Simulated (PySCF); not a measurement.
How the method changes the constants of RbC

State: ⁴Σ⁻ (quartet), unpaired electrons σ ↑, π ↑↑. Set-up: PySCF, scalar-relativistic core potentials, basis sets Rb def2-SVPD with ECP28, C def2-SVPD. De refers to Rb + C in their high-spin ground configurations, without counterpoise correction. The functionals are run spin-unrestricted. A positive dipole means Rb(−)C(+).

```csv
Level,Re (Å),ωe (cm⁻¹),De (eV),μ (D)
UHF,2.755,330,1.41,-10.69
UHF-MP2,2.722,336,1.92,n/a
UHF-SCS-MP2,2.725,335,1.71,n/a
UHF-CCSD,2.729,332,1.79,n/a
UHF-CCSD(T),2.730,331,1.82,n/a
PBE,2.724,306,2.21,-8.37
PW91,2.717,309,2.25,-8.45
r²SCAN,2.719,321,2.24,-9.41
PBE0,2.701,326,2.10,-9.32
B97-3,2.714,325,2.08,-9.93
M06,2.685,341,n/a,-9.48
```

(1) Which functional lies closest to UHF-CCSD(T) in De, which farthest, and by how much do they differ from it?

(2) What does a quarter of exact exchange do here, going from PBE to PBE0?

(3) What does the step from GGA to meta-GGA do here, going from PBE to r²SCAN?

Correlated steps freeze 1 core orbital. Correlated levels converge slowly with the basis: in double zeta they bind strong bonds too weakly, by up to about 1 eV, and carry superposition errors of some tenths. Spin–orbit coupling is left out. The state was picked by a PBE0 search and need not be the measured ground state.

Answers

(1) Closest is B97-3 (-1.6 pm in Re, -1.8 % in ωe, +0.26 eV in De against UHF-CCSD(T) in the same basis), farthest PW91 (-1.3 pm in Re, -6.6 % in ωe, +0.43 eV in De). CCSD(T) converges more slowly with the basis than the functionals do and binds too weakly in this one, so the order can change at the basis-set limit.

(2) PBE0 less PBE: -2.3 pm in Re, +6.5 % in ωe, -0.11 eV in De. Exact exchange removes part of the self-interaction that spreads semilocal densities, and in most molecules shortens and stiffens the bond and lowers De; so it does here.

(3) r²SCAN less PBE: -0.5 pm in Re, +4.9 % in ωe, +0.03 eV in De.
